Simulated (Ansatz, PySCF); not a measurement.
Gas-phase reaction in SMILES: C[C@@H]1CC[C@H](C)C1 -> [CH3] (CH3) + C[C@@H]1C[CH]CC1 (the C-C bond at the site shown breaks; other sites are not compared here)
Structures are relaxed separately at B3LYP-D3(BJ)/def2-TZVP in Ansatz (a quantum-chemistry and plane-wave program), one conformer each, not searched for the lowest. Frequencies are from Ansatz or PySCF.

Quantity: bond dissociation energy (0 K, with B3LYP-D3(BJ) harmonic zero-point energies), in kJ/mol. Cores are frozen in the correlated levels unless marked. Open shells are spin-unrestricted. No spin-orbit coupling. No relativistic terms. CBS marks a two-point X^-3 extrapolation of the correlation energy; Hartree-Fock from the larger set. [CCSD(T)-MP2]/basis is that difference in the basis named.

RI-MP2/CBS(cc-pVTZ,cc-pVQZ)+[CCSD(T)-MP2]/cc-pVTZ (Ansatz) gives 355.4 kJ/mol.

Another calculation gave 347.4 kJ/mol. Which level was it?
A. r2SCAN0/def2-TZVPD (Ansatz)
B. SVWN5/def2-TZVPD (Ansatz)
C. LC-wPBE/def2-TZVPD (Ansatz)
D. PBE-QIDH/def2-TZVPD (Ansatz)

D, PBE-QIDH/def2-TZVPD (Ansatz). The others give 410.2 (SVWN5), 330.0 (LC-wPBE), 308.3 (r2SCAN0) kJ/mol.
